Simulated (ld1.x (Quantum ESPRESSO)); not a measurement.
# Pb (Z = 82), TM: configuration errors across variants

lead (Pb), norm-conserving Troullier–Martins (Kleinman–Bylander form), made with ld1.x (Quantum ESPRESSO) 7.5 (LDA (PZ), scalar-relativistic). Core [Xe] 4f14 5d10, reference 6s2 6p0 (charge +2). Waves: 6s (bound): rc 1.60 bohr; 6p (bound, empty): rc 1.80 bohr. Local part: the p channel. Core correction: none.

All-electron excitation energies from the reference (eV): (1) 6s2 6p2 -20.595; (2) 6s2 6p1 -13.762; (3) 6s1 6p0 32.878; (4) 6s0 6p4 -2.560; (5) 6s2 6p2.3 -21.453; (6) 6s1 6p3 -11.774; (7) 6s2 6p1.5 -17.985; (8) 6s2 6p2 spin -21.047; (9) 6s2 6p1 spin -13.907.

Spin tests fill each open shell by Hund’s rule, majority spin first.

Tests that are not counted but printed errors over 1 eV. “wave 6p (bound): rc 1.80 bohr becomes 6p (bound): rc 1.50 bohr”: 6s0 6p4 (solver errors, printed error -77.2 eV); 6s1 6p3 (solver errors, printed error -60.9 eV); 1 more.

1 further variants failed, have other tests or too few solved ones, and are left out.

A true bound ghost makes a file unfit for plane-wave use even where its test errors are small: the radial tests pick states by their node count and pass the ghost by. Where a test does run into it, the solver fails or the error is huge.

Errors AE − PS in meV (a dash: test not solved or not reliable):

| change | (1) | (2) | (3) | (4) | (5) | (6) | (7) | (8) | (9) | bound ghosts |
| --- | --- | --- | --- | --- | --- | --- | --- | --- | --- | --- |
| base | +174 | +67 | +140 | +427 | +201 | +256 | +121 | +267 | +105 | s |
| wave 6p (bound): rc 1.80 bohr becomes 6p (bound): rc 1.50 bohr | +326 | +119 | +145 | – | +378 | – | +223 | +439 | – | s, p (extra level of the local part) |
| wave 6p (bound): rc 1.80 bohr becomes 6p (bound): rc 1.74 bohr | +189 | +72 | +142 | +492 | +219 | +283 | +131 | +286 | +112 | s |
| wave 6p (bound): rc 1.80 bohr becomes 6p (bound): rc 1.88 bohr | +163 | +63 | +136 | +395 | +188 | +242 | +114 | +255 | +101 | s |
| wave 6p (bound): rc 1.80 bohr becomes 6p (bound): rc 2.22 bohr | +173 | +69 | +149 | +368 | +198 | +233 | +122 | +266 | +108 | none |
| wave 6p (bound): rc 1.80 bohr becomes 6p (bound): rc 2.64 bohr | +171 | +69 | +147 | +366 | +197 | +232 | +121 | +265 | +107 | none |

Give the same row for: wave 6p (bound): rc 1.80 bohr becomes 6p (bound): rc 2.48 bohr.

+171, +69, +147, +366, +196, +232, +121, +265, +108; bound ghosts: none.
